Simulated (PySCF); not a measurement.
**How methods differ on the ionisation energy of Ba**

Ba [Xe] 6s2 (1S) → Ba+ [Xe] 6s1 (2S), as a difference of total energies. Computed with PySCF 2.14 in Sapporo-DKH3-DZP-2012, with scalar relativity by spin-free X2C-1e. Correlated levels: valence: [Xe] frozen. The calculations carry no spin-orbit coupling.

Problem. Order these methods by the ionisation energy they give, lowest first.
A. LDA
B. SCS-MP2 (valence)
C. CCSD (valence)
D. UHF

Solution. D (4.273 eV), B (4.665 eV), C (4.871 eV), A (5.377 eV).

Errors of the correlated levels include the incompleteness of this basis and the frozen core.

With two correlated electrons CCSD is exact in that space.

The coupled-cluster amplitudes are large for Ba (T1 above 0.03 or a double amplitude above 0.15), so a single reference is strained.

For comparison: 5.212 eV (measured; NIST Atomic Spectra Database, ionization energies).
